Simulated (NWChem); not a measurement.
ClBOC (CH4BClO), optimised at PBE0/def2-SVP with NWChem:

```
Property                           Value
---------------------------------  -----
highest occupied level (eV)        -8.59
orbital gap (eV)                    8.59
dipole (D)                          2.70
highest harmonic frequency (cm⁻¹)   3162
zero-point energy (kcal/mol)        35.8
```

All stand in one matching conformer (torsions within 35°), which need not be the lowest.

Task: One B atom is replaced by Ga, giving C[O][GaH][Cl] (CH$_{4}$ClGaO), optimised at the same level. How do these values move?

Result: 
```json
[
 {"quantity": "highest occupied level (eV)", "new value": "-8.05", "change": "+0.54"},
 {"quantity": "orbital gap (eV)", "new value": "7.05", "change": "-1.54"},
 {"quantity": "dipole (D)", "new value": "2.67", "change": "-0.03"},
 {"quantity": "highest harmonic frequency (cm⁻¹)", "new value": "3104", "change": "-58"},
 {"quantity": "zero-point energy (kcal/mol)", "new value": "31.3", "change": "-4.5"}
]
```
